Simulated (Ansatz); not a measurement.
```yaml
crystal:
  periodic: [false, false, false]
  atoms:
    - {symbol: Cl, position_ang: [-1.200782, -0.584486, 1.285918]}
    - {symbol: B, position_ang: [-0.532694, -0.355188, -0.302353]}
    - {symbol: Te, position_ang: [1.291505, 0.655782, -0.685277]}
    - {symbol: H, position_ang: [-1.119113, -0.783801, -1.245302]}
    - {symbol: H, position_ang: [1.610884, 0.994094, 0.905613]}
basis:
  gaussian: {orbitals: def2-SVPD, point_charges: [{charge: 0.50, position_ang: [6.029, 0.079, 0.897]}]}
hamiltonian: {xc: {name: HF}}
correlation: {method: mp2, frozen_orbitals: {Cl: 9}}
output: {forces: true}
```

```sh
$ ansatz run in.yaml --threads 2 --pin off --events-out ev --progress --plain --max-ram 4352MiB
```

It prints (some lines left out):

```
Functional definition: HF
Error: "frozen_orbitals" has no count for B
```

Problem. Something in this input is off. What?

Solution. Frozen orbitals are typed for one element alone, and the program wants a count for each. The input was rejected before any iteration.
